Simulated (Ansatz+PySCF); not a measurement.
Values are calculated unless marked as measured or tabulated.
This PySCF input gave a total energy of -1694.64887 hartree.

```python
from pyscf import gto, scf

mol = gto.M(atom="""
N 0.000000 0.000000 -1.302790
H 0.869340 0.000000 -1.667080
H -0.434670 0.752870 -1.667080
H -0.434670 -0.752870 -1.667080
Cu 0.000000 0.000000 0.486920
""", basis='def2-svp', charge=1, spin=0)
mf = scf.UHF(mol)
mf.init_guess = 'huckel'
mf.kernel()
while True:  # follow internal instabilities
    mo, _, stable, _ = mf.stability(return_status=True)
    if stable: break
    mf.kernel(mf.make_rdm1(mo, mf.mo_occ))
print(mf.converged, mf.e_tot, mf.spin_square()[0])
```

**Question.** Write an input for Ansatz with the same method and basis set.

**Answer.**

```yaml
crystal:
  periodic: [false, false, false]
  atoms:
    - { symbol: "N", position_ang: [0.0, 0.0, -1.30279] }
    - { symbol: H, position_ang: [0.86934, 0.0, -1.66708] }
    - { symbol: H, position_ang: [-0.43467, 0.75287, -1.66708] }
    - { symbol: H, position_ang: [-0.43467, -0.75287, -1.66708] }
    - { symbol: Cu, position_ang: [0.0, 0.0, 0.48692] }
basis:
  gaussian: { orbitals: def2-SVP }
total_charge: 1
magnetization:
  spin_polarized: true
hamiltonian:
  xc: hf
```

Ansatz (development build ahead of 0.2.0) gave -1694.64886 hartree, 0.05 meV from the first.
